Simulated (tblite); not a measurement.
Species: C₅H₅BCl₂O₂.
Atom-mapped SMILES: `[CH3:1][C:2]1=[CH:3][C@@:4]1([O:5][CH:6]=[O:7])[B:8]([Cl:9])[Cl:10]` (hydrogens: H11, H12, H13 on C1; H14 on C3; H15 on C6)

Computed with GFN2-xTB (tblite), gas phase: L-BFGS steps from a force-field or distance-geometry start until the largest atomic force falls under 0.01 eV/Å.

Step 5: E = -862.3822 eV
```
atom  x, y, z in Å  |  force x, y, z in eV/Å
C1     -1.5282   -1.4951   -0.1251   -0.076  -0.062   0.028
C2     -0.3684   -0.8889    0.5367   -0.075   0.095  -0.134
C3      0.4951   -0.7541    1.5086   -0.065   0.055  -0.035
C4      0.6559    0.1978    0.3657    0.060   0.168  -0.178
O5      0.1917    1.5721    0.6621    0.103  -0.033  -0.232
C6     -0.4524    2.2402   -0.2848    0.314  -0.159   0.398
O7     -0.7151    1.8528   -1.3796   -0.098  -0.254  -0.466
B8      1.9058    0.0268   -0.6374   -0.538   0.674   0.198
Cl9     1.6188   -0.4350   -2.2511    0.186  -0.146   0.028
Cl10    3.4701    0.4149   -0.0517    0.001  -0.107  -0.150
H11    -1.3348   -2.5519   -0.2964    0.017  -0.091   0.034
H12    -2.4068   -1.4125    0.5126   -0.021  -0.025   0.093
H13    -1.7680   -1.0351   -1.0847    0.256   0.136   0.134
H14     0.9503   -0.9801    2.4395   -0.168  -0.113   0.037
H15    -0.7183    3.2561    0.0638    0.103  -0.137   0.244
```

Step 6: E = -862.4286 eV
```
atom  x, y, z in Å  |  force x, y, z in eV/Å
C1     -1.5278   -1.4968   -0.1208   -0.090  -0.095   0.011
C2     -0.3723   -0.8888    0.5325    0.050   0.185  -0.059
C3      0.4877   -0.7540    1.5051    0.015   0.119  -0.071
C4      0.6536    0.1992    0.3633   -0.083   0.187  -0.077
O5      0.2003    1.5765    0.6522    0.165  -0.251   0.120
C6     -0.4443    2.2310   -0.2851   -0.063  -0.060  -0.405
O7     -0.7156    1.8441   -1.3883    0.065   0.012   0.237
B8      1.8877    0.0684   -0.6406   -0.295   0.278   0.156
Cl9     1.6312   -0.4412   -2.2369    0.073  -0.132  -0.177
Cl10    3.4611    0.4048   -0.0628    0.117   0.030  -0.046
H11    -1.3352   -2.5517   -0.2942    0.028  -0.144   0.022
H12    -2.4051   -1.4144    0.5146   -0.084  -0.014   0.127
H13    -1.7535   -1.0301   -1.0735    0.128   0.169  -0.067
H14     0.9384   -0.9835    2.4337   -0.100  -0.128   0.142
H15    -0.7107    3.2446    0.0788    0.075  -0.155   0.086
```

Step 7: E = -862.4428 eV
```
atom  x, y, z in Å  |  force x, y, z in eV/Å
C1     -1.5290   -1.4990   -0.1189   -0.051  -0.049  -0.006
C2     -0.3734   -0.8856    0.5293    0.029   0.123   0.001
C3      0.4852   -0.7518    1.5029    0.044   0.090  -0.038
C4      0.6510    0.2027    0.3614   -0.113   0.158  -0.005
O5      0.2067    1.5741    0.6496    0.042  -0.117   0.126
C6     -0.4411    2.2274   -0.2887   -0.074  -0.061  -0.355
O7     -0.7153    1.8394   -1.3910    0.084   0.050   0.307
B8      1.8752    0.0908   -0.6395   -0.041   0.050  -0.006
Cl9     1.6379   -0.4460   -2.2336    0.030  -0.088  -0.152
Cl10    3.4591    0.4009   -0.0685    0.081   0.080  -0.021
H11    -1.3349   -2.5541   -0.2929    0.022  -0.112   0.021
H12    -2.4059   -1.4154    0.5177   -0.072  -0.014   0.101
H13    -1.7450   -1.0252   -1.0697    0.060   0.129  -0.093
H14     0.9314   -0.9871    2.4334   -0.097  -0.105   0.105
H15    -0.7062    3.2369    0.0867    0.056  -0.132   0.016
```

Question: Estimate the geometry and energy of step 8. (The exact step hangs on the optimiser's Hessian estimate; all steps are aligned on step 7, rigid shifts and turns removed.)

Answer: E = -862.4483 eV, largest force 0.141 eV/Å
```
atom  x, y, z in Å  |  force x, y, z in eV/Å
C1     -1.5303   -1.5006   -0.1182   -0.020  -0.002  -0.017
C2     -0.3739   -0.8823    0.5278   -0.011   0.049   0.038
C3      0.4851   -0.7495    1.5017    0.034   0.052  -0.020
C4      0.6480    0.2072    0.3604   -0.057   0.085   0.014
O5      0.2095    1.5718    0.6497   -0.055   0.025   0.088
C6     -0.4395    2.2252   -0.2920   -0.007  -0.024  -0.070
O7     -0.7146    1.8368   -1.3904    0.042  -0.013   0.111
B8      1.8692    0.1015   -0.6395    0.084  -0.057  -0.098
Cl9     1.6414   -0.4496   -2.2346    0.016  -0.051  -0.091
Cl10    3.4594    0.4007   -0.0715    0.027   0.095  -0.023
H11    -1.3344   -2.5571   -0.2919    0.009  -0.045   0.024
H12    -2.4074   -1.4161    0.5208   -0.028  -0.018   0.050
H13    -1.7402   -1.0208   -1.0694    0.027   0.067  -0.048
H14     0.9264   -0.9905    2.4347   -0.102  -0.077   0.050
H15    -0.7032    3.2312    0.0905    0.040  -0.085  -0.008
```

The energy changes by -0.0055 eV. The first-order estimate −F·Δx gives -0.0085 eV and the mean of the old and new forces, exact on a quadratic surface, -0.0055 eV. The step makes an angle of 55° with the force vector and moves no atom by more than 0.012 Å.

What follows is the cost of the whole relaxation. On one thread of an Intel Xeon at 2.50 GHz, shared host with 64 logical CPUs at a one-minute load of 62, this took 4.3 s of wall time.
